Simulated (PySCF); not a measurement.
Cu(Cl) anion (ClCu), SMILES [Cl][Cu] (connectivity only; charge and spin as stated), charge -1, multiplicity 2.

Geometry: PBE0-D3(BJ)/def2-TZVPD. The multiplicity is an assumed one; other spin states were not compared.

Level of theory: PBE/def2-TZVPD run with PySCF.

 A positive occupied level means that this level leaves the electron formally unbound; only the finite basis holds it.

Computed frontier levels, dipole moment and polarisability:
The α spin, highest occupied and lowest empty level comes out as 1.12 and 3.50 eV. The β spin, highest occupied and lowest empty level comes out as 0.04 and 2.07 eV and the dipole moment about the centre of nuclear charge comes out as 0.007 e·Å. The mean static polarisability is 106.9 bohr³ (15.85 Å³). The polarisability, principal values is 94.0, 94.0, 132.8 bohr³ and the ⟨S²⟩ comes out as 0.753 (pure state 0.75).
